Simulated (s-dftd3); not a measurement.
C3H3 (SMILES [C-]#CC), charge -1, singlet, at a GFN2-xTB geometry; D3(bj) for hf (s-dftd3).

The s-dftd3 input:
```
$ s-dftd3 mol.xyz --bj hf --json dftd3.json --noedisp --grad

# file mol.xyz
6

C      0.00179213    -0.00082963     0.34805219
C      0.00811735    -0.00375776     1.57647903
C     -0.00588691     0.00272522    -1.14330257
H      0.03963094     1.02847941    -1.56026013
H      0.85557099    -0.54993143    -1.56822380
H     -0.91933737    -0.46737496    -1.55888795
```

What the program printed (banner, timings and long lists left out):

```
-----------------------------------
 s i m p l e   D F T - D 3  v1.4.0
-----------------------------------

Rational (Becke-Johnson) damping: hf-D3(BJ)
---------------------
  s6         1.0000
  s8         0.9171
  s9         0.0000
  a1         0.3385
  a2         2.8830
 alp        14.0000
--------------------

Dispersion energy:      -2.8289995483773E-02 Eh

Gradient norm:           5.3359149355931E-03 Eh/a0
--------------------------------------------------
     #    Z           dE/dx      dE/dy      dE/dz
--------------------------------------------------
     1    6 C     1.532E-05 -7.094E-06  2.976E-03
     2    6 C     1.336E-05 -6.187E-06  2.595E-03
     3    6 C    -1.047E-05  4.845E-06 -2.033E-03
     4    1 H     5.129E-05  1.236E-03 -1.177E-03
     5    1 H     1.033E-03 -6.634E-04 -1.187E-03
     6    1 H    -1.103E-03 -5.641E-04 -1.175E-03
--------------------------------------------------

Virial:
--------------------------------------------------
      component           x          y          z
--------------------------------------------------
          x       3.590E-03 -2.570E-07  1.078E-04
          y      -2.570E-07  3.590E-03 -4.992E-05
          z       1.078E-04 -4.992E-05  2.453E-02
--------------------------------------------------

[Info] JSON dump of results written to 'dftd3.json'
```
